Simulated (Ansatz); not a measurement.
```yaml
crystal:
  periodic: [false, false, false]
  atoms:
    - {symbol: C, position_ang: [-0.116718, -1.797908, -1.134300]}
    - {symbol: C, position_ang: [0.037144, -0.359201, -1.601921]}
    - {symbol: C, position_ang: [-0.281001, -0.216747, -3.082789]}
    - {symbol: C, position_ang: [-0.853881, 0.583146, -0.814377]}
    - {symbol: O, position_ang: [-0.572134, 0.549627, 0.590909]}
    - {symbol: C, position_ang: [0.417051, 1.341619, 1.022319]}
    - {symbol: O, position_ang: [1.056691, 2.069947, 0.314362]}
    - {symbol: C, position_ang: [0.605075, 1.231796, 2.514599]}
    - {symbol: C, position_ang: [0.347139, -0.152665, 3.067093]}
    - {symbol: Cl, position_ang: [0.619617, -0.181271, 4.828769]}
    - {symbol: H, position_ang: [0.561255, -2.458132, -1.679869]}
    - {symbol: H, position_ang: [-1.137673, -2.154485, -1.305123]}
    - {symbol: H, position_ang: [0.098814, -1.900810, -0.068998]}
    - {symbol: H, position_ang: [1.072001, -0.038716, -1.438756]}
    - {symbol: H, position_ang: [-0.131026, 0.808797, -3.428872]}
    - {symbol: H, position_ang: [0.359117, -0.869075, -3.680369]}
    - {symbol: H, position_ang: [-1.319553, -0.495016, -3.289111]}
    - {symbol: H, position_ang: [-1.900697, 0.280642, -0.895025]}
    - {symbol: H, position_ang: [-0.743232, 1.608157, -1.172003]}
    - {symbol: H, position_ang: [-0.079755, 1.946639, 2.982251]}
    - {symbol: H, position_ang: [1.617781, 1.564012, 2.741757]}
    - {symbol: H, position_ang: [1.022112, -0.889907, 2.633547]}
    - {symbol: H, position_ang: [-0.678150, -0.470458, 2.895897]}
basis:
  gaussian: {orbitals: "6-31++G**", nuclear_model: gaussian}
total_charge: 1
magnetization: {spin_polarized: true, initial_magnetization: 1}
hamiltonian: {xc: {name: HF}}
correlation: {active_space: {window: {electrons: 3, orbitals: 2}}}
accuracy: high
output: {forces: true}
```

```sh
$ ansatz run in.yaml --threads 4 --pin off --events-out ev --progress --plain --max-ram 41984MiB --backend cpu
```

It prints (some lines left out):

```
Error: invalid value for `correlation.active_space`: it starts from restricted Hartree–Fock orbitals; set hamiltonian.xc: hf without magnetization.spin_polarized
```
